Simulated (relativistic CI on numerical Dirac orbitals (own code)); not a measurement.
Computed by Dirac-Coulomb-Breit CI, KLI orbitals optimised for each configuration, model QED, unscaled Slater integrals (own radial code, finite nucleus).

The strongest absorption lines from the ground level of an ion, among the configurations computed and to levels below about 14300 eV (vacuum wavelength in nm, gf): 0.09002 (0.45), 0.10163 (0.31), 0.10333 (0.7), 0.10342 (1.2), 0.10347 (2.1), 0.10617 (0.64), 0.11929 (2.2), 0.57452 (0.59).

Q: Which ion is it?
A. Ac LXXXIII
B. Ir LXXIII
C. Lu LXV
D. Ir LXXI

A: D. Ir LXXI has 7 electrons and the ground level 2s²2p³ ²P°3/2; the strongest line goes to 2s²2p²3d ²D5/2. The pattern of lines fixes the number of electrons, and along that sequence the line energies rise steadily with the charge (about as its square where n changes within one kind of shell, about linearly where n is kept but much faster in heavy ions where fine structure, which grows about as Z⁴, sets the gap, and irregularly where shells cross), which fixes Z. Configurations outside the model, such as inner-shell arrays, can give stronger lines. At this charge energies of transitions that change n are usually good to better than 1 %, and those within a shell (Δn = 0) to a few per cent.

LS names give the leading component of a level, which can be under half, so a name can repeat, a term be missing and a line seem to break the LS rules.
